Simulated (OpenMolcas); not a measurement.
Sm3+ with 6 ligands (fluoride) in trigonal prismatic coordination (D3h), a polar angle of 52.0° against the regular 49.1°. A charge of +0.5 e stands 3.2 Å behind each ligand. Ligand basis ANO-RCC-VDZP.

```
Program             : OpenMolcas
Method              : CASSCF
Basis               : ANO-RCC-VTZP [8s7p5d3f2g1h]
Scalar Hamiltonian  : DKH2, point nucleus
Active space        : 5 electrons in 7 orbitals (4f)
State averaging     : 2S+1 = 6 odd, 21 roots; 2S+1 = 4 odd, 128 roots kept (CI in the orbitals of an earlier block, 108 in the spin-orbit step); 2S+1 = 2 odd, 130 roots kept (CI in the orbitals of an earlier block, 40 in the spin-orbit step)
Spin-orbit coupling : RASSI with atomic mean-field integrals over the reference wave functions
```

All ligands move together. At R = 2.15 Å the width of the lowest J multiplet is 477 cm-1, and at R = 2.27 Å it is 379 cm-1.

Problem. A third run gives 301 cm-1. What distance was it run at?

Solution. With a power law R^-n the two known points give n = -ln(379 / 477) / ln(2.27 / 2.15) = 4.23. Then R = 2.15 × (477 / 301)^(1/4.23) = 2.397 Å. The run was at 2.41 Å, so the estimate is off by -0.013 Å.

High states are left out of the spin-orbit mixing, which shifts the levels that they would mix with. Without dynamic correlation the ligand-field splitting of an f shell can come out too small, at times by half. A group larger than the point group allows holds several states that coincide in this model. No measured value stands beside these numbers; the geometry is a model, was not optimised and need not be the one that this ion takes.
